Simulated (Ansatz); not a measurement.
Input file for Ansatz (a first-principles code): U-PBE/def2-TZVPP on H2OPb (SMILES [OH][PbH]), a point of a bond scan (R = 0.964 Å). Elements past Kr take the def2 small-core potentials; no spin–orbit coupling.

Ansatz 0.2 input:
```yaml
crystal:
  periodic: [false, false, false]
  atoms:
    - {symbol: Pb, position_ang: [-0.12011852, -0.10155163, 0.14050756]}
    - {symbol: H, position_ang: [-1.48640490, 0.02135024, -1.14319190]}
    - {symbol: O, position_ang: [1.29889476, 0.89352213, -1.05799410]}
    - {symbol: H, position_ang: [0.94496580, 1.15770660, -1.91447494]}
basis:
  gaussian:
    orbitals: def2-TZVPP
hamiltonian:
  xc: {name: PBE}
magnetization: {spin_polarized: true, initial_magnetization: 0}
```

The head of its log:

```
WARN ansatz: RAYON_NUM_THREADS=1 ignored (pool sized by the plan → 1); use --threads N
Functional definition: PBE
integrals: 0.03 GiB planned
651 factors; their error is unknown
mean field: 0.31 GiB planned
mean field evaluation 1: about -7318.2612 eV, gradient 5.1e1 eV
mean field evaluation 2: about -7185.4869 eV, gradient 1.4e2 eV
```

**Question.** What total energy does the run end on?

**Answer.** -269.2855 hartree.
